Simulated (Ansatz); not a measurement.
`O[SiH]1C=N1` + `C[SiH3]` → `C[SiH2][SiH]1C=N1` + H₂O  (formal exchange of groups at the Si–O bond)

Calculated with Ansatz (gas phase, PBE0-D4/def2-TZVP geometries, no zero-point term in ΔE). CCSD(T)/CBS adds triple-zeta CCSD(T) − MP2 to the extrapolated MP2 energy (def2 sets, frozen cores). This one scheme is used for every species. DFT in def2-TZVPP. One conformer a species, not always the lowest.

CCSD(T)/CBS gives +90.1 kJ/mol.

Another level gave +90.2 kJ/mol. Which?
A. PBE0/def2-TZVPP
B. HF/def2-TZVPP
C. B2PLYP/def2-TZVPP
D. r2SCAN/def2-TZVPP

D. r2SCAN 90.2, B2PLYP 100.1, PBE0 82.5, HF/def2-TZVPP 130.7 kJ/mol.

Largest T1 diagnostic among the species: 0.016.

From PBE to PBE0 (25 % exact exchange), in def2-TZVPP and without D4, ΔE moves by +9.6 kJ/mol. In def2-TZVPP, CCSD(T) changes the Hartree–Fock value by −38.4 kJ/mol (the triples alone add −6.6 kJ/mol) and MP2 by −33.7 kJ/mol. The D4 term adds −7.0 kJ/mol with B3LYP and −4.3 kJ/mol with PBE0; it sums over pairs of atoms, weighted by their polarisabilities, and B3LYP, whose exchange is more repulsive, gets the larger term.

B3LYP here is the variant with VWN-RPA as its local correlation; programs differ in this.
